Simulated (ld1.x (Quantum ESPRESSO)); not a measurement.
**Which change was made? (Cr, TM)**

ld1.x (Quantum ESPRESSO) 7.5 input, shortened:

```
&input
   title='Cr', zed=24., rel=2, dft='PBE', iswitch=3,
   config='[Ar] 3d5 4s1 4p0', rel_dist='average'
 /
 &inputp
   pseudotype=2, tm=.true., lloc=-1, rcloc=2.05,
   nlcc=.false.
 /
3
4S  1  0   1.00   0.00  1.90  1.90  0.0
3P  2  1   6.00   0.00  0.80  0.80  0.0
3D  3  2   5.00   0.00  2.25  2.25  0.0
 &test
   configts(1)='3p6 3d5 4s1 4p0'
 /
```

Open shells are filled in proportion to 2j + 1 (rel_dist='average').

Cutoffs, loose and tight: the cutoffs (Ry, on a coarse ladder) from which the occupation-weighted sum of valence levels, in a spherical-Bessel basis at the reference potential, stays within 10 and 1 mRy of its value at 400 Ry. They do not see the model core or the augmentation charge, which bear on the density cutoff. Test errors are all-electron minus pseudo excitation energies from the reference, over the configurations 3p6 3d5 4s0 4p0; 3p6 3d4 4s0 4p0; 3p6 3d3 4s0 4p0; 3p6 3d4 4s1 4p0; 3p6 3d4 4s1 4p1; 3p6 3d6 4s0 4p0; 3p5 3d5 4s1 4p0; variants that change the core or the reference have their own tests.

The base gives: outcome: generated; cutoff, loose: 110 Ry; cutoff, tight: 230 Ry; bound ghosts: none; largest test error (meV): +224.

Q: After one change the result is: outcome: generated; cutoff, loose: 110 Ry; cutoff, tight: 230 Ry; bound ghosts: none; largest test error (meV): -292. Which change was it?
A. local potential all-electron potential smoothed inside 2.20 bohr (lloc = -1)
B. core correction a·sin(br)/r model core inside 0.74 bohr
C. local potential all-electron potential smoothed inside 0.95 bohr (lloc = -1)
D. all radii scaled by about 1.41 (s 2.68, p 1.14, d 3.18 bohr); local potential all-electron potential smoothed inside 2.90 bohr (lloc = -1)

A: A. The others give: all radii scaled by about 1.41 (s 2.68, p 1.14, d 3.18 bohr); local potential all-electron potential smoothed inside 2.90 bohr (lloc = -1) → outcome: generated; cutoff, loose: 80 Ry; cutoff, tight: 110 Ry; bound ghosts: none; largest test error (meV): -1106 | local potential all-electron potential smoothed inside 0.95 bohr (lloc = -1) → outcome: generated; cutoff, loose: 100 Ry; cutoff, tight: 230 Ry; bound ghosts: s; largest test error (meV): -347 | core correction a·sin(br)/r model core inside 0.74 bohr → outcome: generated; cutoff, loose: 110 Ry; cutoff, tight: 230 Ry; bound ghosts: none; largest test error (meV): -163.
